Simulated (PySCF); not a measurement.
# Radial density of I²⁺ (iodine, charge +2)

UHF, [Kr] 4d10 5s1 5p3 5d1, high-spin 6D determinant (an excited configuration). Calculation: PySCF 2.14, in aug-cc-pVQZ-PP with one added diffuse shell each of s, p, d, f, g type with ECP28MDF (8s8p6d4f3g, 117 functions); scalar relativity through the core potential. This is the valence pseudo-density: the core potential removes the inner electrons and smooths the orbitals near the nucleus.

```json
{"r (bohr)": "0.00207", "4πr²ρ (e/bohr)": "1.332e-05", "4πr²(ρα − ρβ)": "0.0000"}
{"r (bohr)": "0.00348", "4πr²ρ (e/bohr)": "3.614e-05", "4πr²(ρα − ρβ)": "0.0000"}
{"r (bohr)": "0.00586", "4πr²ρ (e/bohr)": "9.230e-05", "4πr²(ρα − ρβ)": "0.0000"}
{"r (bohr)": "0.00986", "4πr²ρ (e/bohr)": "0.0002135", "4πr²(ρα − ρβ)": "0.0000"}
{"r (bohr)": "0.0166", "4πr²ρ (e/bohr)": "0.0004456", "4πr²(ρα − ρβ)": "0.0001"}
{"r (bohr)": "0.0279", "4πr²ρ (e/bohr)": "0.0007832", "4πr²(ρα − ρβ)": "0.0001"}
{"r (bohr)": "0.0469", "4πr²ρ (e/bohr)": "0.001257", "4πr²(ρα − ρβ)": "0.0001"}
{"r (bohr)": "0.0789", "4πr²ρ (e/bohr)": "0.003212", "4πr²(ρα − ρβ)": "0.0002"}
{"r (bohr)": "0.133", "4πr²ρ (e/bohr)": "0.02281", "4πr²(ρα − ρβ)": "0.0008"}
{"r (bohr)": "0.223", "4πr²ρ (e/bohr)": "0.2877", "4πr²(ρα − ρβ)": "0.0092"}
{"r (bohr)": "0.375", "4πr²ρ (e/bohr)": "4.599", "4πr²(ρα − ρβ)": "0.1760"}
{"r (bohr)": "0.632", "4πr²ρ (e/bohr)": "25.56", "4πr²(ρα − ρβ)": "0.6023"}
{"r (bohr)": "1.06", "4πr²ρ (e/bohr)": "14.74", "4πr²(ρα − ρβ)": "0.1909"}
{"r (bohr)": "1.79", "4πr²ρ (e/bohr)": "3.762", "4πr²(ρα − ρβ)": "2.8388"}
{"r (bohr)": "3.01", "4πr²ρ (e/bohr)": "1.164", "4πr²(ρα − ρβ)": "1.1594"}
{"r (bohr)": "5.06", "4πr²ρ (e/bohr)": "0.07615", "4πr²(ρα − ρβ)": "0.0761"}
{"r (bohr)": "8.50", "4πr²ρ (e/bohr)": "0.0005557", "4πr²(ρα − ρβ)": "0.0006"}
```

Energies and moments cover only the electrons outside the core potential. The outer electron is Rydberg-like, and this basis confines it to a smaller radius and binds it less than a complete one would.
